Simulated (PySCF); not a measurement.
N²⁺: excitation energy

N²⁺ [He] 2s2 2p1 (2P) → N²⁺ [He] 2s1 2p1 3d1 (high-spin determinant), as a difference of total energies. Computed with PySCF 2.14 in dyall-acv3z, with no relativity, point nucleus. Correlated levels: valence and next inner shell: nothing frozen; virtual orbitals above 40 to 60 times the deepest correlated orbital energy dropped. The calculations carry no spin-orbit coupling.

```json
{"method": "UHF", "excitation energy (eV)": "39.313"}
{"method": "MP2 (valence and next inner shell)", "excitation energy (eV)": "40.710"}
{"method": "SCS-MP2 (valence and next inner shell)", "excitation energy (eV)": "41.115"}
{"method": "CCSD (valence and next inner shell)", "excitation energy (eV)": "41.188"}
{"method": "CCSD(T) (valence and next inner shell)", "excitation energy (eV)": "41.170"}
```

Q: How much does correlation contribute at CCSD(T) (valence and next inner shell)?

A: 41.170 − (39.313) = 1.857 eV, measured against UHF.

The promoted electron is Rydberg-like, and one or two diffuse shells describe it only roughly, which tends to raise the upper state.

The coupled-cluster amplitudes are large for the upper state (T1 above 0.03 or a double amplitude above 0.15), so a single reference is strained.

The determinant of the upper state mixes LS terms, which raises its energy above the lowest term, most at the Hartree-Fock and MP2 levels.
